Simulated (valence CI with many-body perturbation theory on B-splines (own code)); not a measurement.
Questions on Ho XLVI

Method: valence CI with perturbative core correlation (CI+MBPT): four valence electrons over a frozen Dirac-Fock core [Ar], radial functions for each j: 7 s, 7 p, 8 d, 6 f, 4 g, 1 h, with the one-electron correlation potential Σ1 (screened to all orders), the two-electron term Σ2, the three-electron term Σ3, Breit, model QED; selected single and double excitations, second order for the rest, scaled by the run's own slope (own B-spline code, finite nucleus).

The last digits are not significant, and no measured levels were compared; by estimate large intervals hold to a few tenths of a per cent, small ones and those within an open d or f shell to about a per cent. Excitations out of the core, of the other parity, are not computed and may begin above about 210 eV (a cautious bound); beyond it only levels of the ground parity were kept, without lifetimes. Only levels of the ground parity were solved; by the run's estimate the other parity begins above the list, which can be wrong where configurations are misplaced.

Levels are named by their leading jj configuration (3d3/2^4 stands for four electrons in 3d with j = 3/2), which in mixed levels can hold well under half, so a name can repeat and another be missing.

Rates and lifetimes use the calculated energies. Strong lines usually hold to 10 to 20 %, long lifetimes can be off by a factor of two.

Task: What is the ground level?

Result: (3d3/2^4) J=0, composition 59 % 3d4 3P + 28 % 3d4 5D + 13 % 3d4 1S.

Task: What is the ionisation energy?

Result: 3760.9 eV; NIST lists 3760 ± 4 eV (theoretical).

Task: How well does LS coupling describe the low levels?

Result: Among the lowest 20 levels the leading LS term, summed over configurations, holds 47 % on average. For single configurations the figures are 47 % in LS and 95 % in jj coupling. Terms mix most in the J = 3 level at 427870 cm⁻¹, where the leading one holds 29 %.

Task: Name the longest-lived excited levels whose lifetime is computed, and their main decay.

Result: (3d3/2^2 3d5/2^2) J=6 at 752950 cm⁻¹ lives 11.6 ms, mostly by M1 to (3d3/2^2 3d5/2^2) J=5. The lifetime of (3d3/2^3 3d5/2) J=4 is too uncertain to give, and may be longer.
